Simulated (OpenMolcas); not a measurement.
# What dynamic correlation does to the levels of neutral silicon

```json
{"Program": "OpenMolcas", "Basis": "ANO-RCC-VDZP [4s3p1d]", "Scalar Hamiltonian": "DKH2, point nucleus", "Active space": "4 electrons in 4 orbitals (3s 3p)", "State averaging": "2S+1 = 3 even, 3 roots; 2S+1 = 1 even, 6 roots; 2S+1 = 5 odd, 1 root; 2S+1 = 3 odd, 8 roots", "Spin-orbit coupling": "state interaction with AMFI integrals over the reference wave functions, term energies averaged over their components"}
```

Methods on the same reference wave functions:
A. CASSCF
B. SS-CASPT2, IPEA 0.25 Eh, imaginary shift 0.1 Eh (closed shells correlated: 2s 2p)

Energies in cm⁻¹ above 3s² 3p² ³P₀, the measured ground level; measured values from NIST Handbook of Basic Atomic Spectroscopic Data.

```json
{"Level": "3s² 3p² ³P₀", "A": "0.0", "B": "0.0", "Measured": "0.0"}
{"Level": "3s² 3p² ³P₁", "A": "65.9", "B": "66.0", "Measured": "77.1"}
{"Level": "3s² 3p² ³P₂", "A": "193", "B": "192", "Measured": "223"}
{"Level": "3s² 3p² ¹D₂", "A": "8963", "B": "7200", "Measured": "6299"}
{"Level": "3s² 3p² ¹S₀", "A": "15879", "B": "15450", "Measured": "15394"}
{"Level": "3s 3p³ ⁵S°₂", "A": "22856", "B": "27980", "Measured": "33326"}
{"Level": "3s 3p³ ³D°₂", "A": "54303", "B": "49640", "Measured": ""}
{"Level": "3s 3p³ ³D°₁", "A": "54304", "B": "49640", "Measured": ""}
{"Level": "3s 3p³ ³D°₃", "A": "54305", "B": "49640", "Measured": "45322"}
{"Level": "3s 3p³ ³P°₀", "A": "63228", "B": "60180", "Measured": ""}
{"Level": "3s 3p³ ³P°₁", "A": "63229", "B": "60180", "Measured": ""}
{"Level": "3s 3p³ ³P°₂", "A": "63230", "B": "60180", "Measured": ""}
```

Deviations, from unrounded energies. A percentage is the sum of absolute deviations over the sum of measured energies, with the sign that they share, or ± where signs differ.

```json
{"Against measurement": "mean absolute deviation (cm-1)", "Levels": "6", "A": "3800", "B": "1800"}
{"Against measurement": "fine structure of the ground term (%)", "Levels": "2", "A": "-13.9", "B": "-13.9"}
{"Against measurement": "other terms of the ground configuration (%)", "Levels": "2", "A": "+14.5", "B": "+4.4"}
{"Against measurement": "other configurations (%)", "Levels": "2", "A": "±24.7", "B": "±12.3"}
```

B lies closest to measurement on these levels. The largest miss of B in the table is 3s 3p³ ⁵S°₂, by -5400 cm-1. The ranking rests on the paired levels alone, and a cruder setting can come out closer through cancelling errors.

From A to B the spin-free energies of the other terms of 3s² 3p² shown, above ³P, scale by factors of 0.80 to 0.97.

The lowest spin-free term lies below A's lowest term by 0.047 hartree in B.

CASPT2 does not keep the components of a term degenerate, so their means are used; among the terms shown or strongly mixed into the levels shown the widest spread is 500 cm-1 (3s 3p³ ³D°, B). Over all roots computed the reference weight is 0.92 to 0.98 in B; the roots of lowest weight are the least certain, and an intruder state may touch them. Terms of s pⁿ other than that of highest spin mix with s² pⁿ⁻² d, which this space lacks; all of them can be thousands of cm-1 off, and some have no real level of that name. Without dynamic correlation excited terms often stand tens of per cent too high (terms of higher spin than the ground term too low), and those without a measured partner can miss by more than the paired ones (holds for A). Computed and measured levels are paired by configuration, term and J; levels that our copy of the source lacks, or whose pairing is in doubt (as where it misses far off the trend of its configuration), stay unpaired and out of the deviations. Only configurations of the active space appear.

° marks odd parity.
